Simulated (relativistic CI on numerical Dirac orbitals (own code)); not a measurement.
# Au²⁺: resonant inelastic scattering at the O2,3 edge

Computed with this model: Dirac-Coulomb-Breit CI, KLI orbitals optimised for each configuration, a model potential for QED, valence Slater integrals scaled by 0.9, Kramers-Heisenberg scattering through one core-hole configuration in a parametric crystal field; configurations [Xe] 4f14 5d9 → [Kr] 4d10 4f14 5s2 5p5 5d10; 300 K; core-hole width 1 eV; summed over polarisations. Incident energies are the highest absorption maxima for each field (at most a few, so the weaker spin-orbit partner edge can be absent), on the computed scale of the free ion. Intensities are in per cent of the strongest line above 0.02 eV; levels within 1 cm⁻¹ are merged; final levels count from the ground level, the first row holds all elastic scattering, lines under 0.4 are left out and each table stops after 24 rows. The scale of the Slater integrals is a model choice and moves the terms in proportion.

Field parameters in Wybourne normalisation: Oh B⁴₀ = 21Dq, B⁴₄ = √(5/14) B⁴₀. The field is a parameter set, without covalency.

S is read from ⟨S²⟩ = S(S + 1).

Oh, 10Dq = 5500 cm⁻¹:

```json
{"Final level (eV)": "0.000", "Degeneracy": "4", "Irrep": "Γ8", "S": "0.50", "56.5 eV": "193.8"}
{"Final level (eV)": "0.475", "Degeneracy": "2", "Irrep": "Γ7", "S": "0.50", "56.5 eV": "100.0"}
{"Final level (eV)": "1.769", "Degeneracy": "4", "Irrep": "Γ8", "S": "0.50", "56.5 eV": "39.9"}
```

Oh, 10Dq = 12450 cm⁻¹:

```tsv
Final level (eV)	Degeneracy	Irrep	S	56.9 eV
0.000	4	Γ8	0.50	180.7
1.200	2	Γ7	0.50	100.0
2.359	4	Γ8	0.50	53.1
```

Oh, 10Dq = 19400 cm⁻¹:

```
Final level (eV)  Degeneracy  Irrep     S  57.4 eV
           0.000           4     Γ8  0.50    170.4
           1.992           2     Γ7  0.50    100.0
           3.080           4     Γ8  0.50     63.4
```

For the first field the strongest loss at the lowest incident energy is the level at 0.47 eV (S = 0.50, against 0.50 in the thermal ground state).
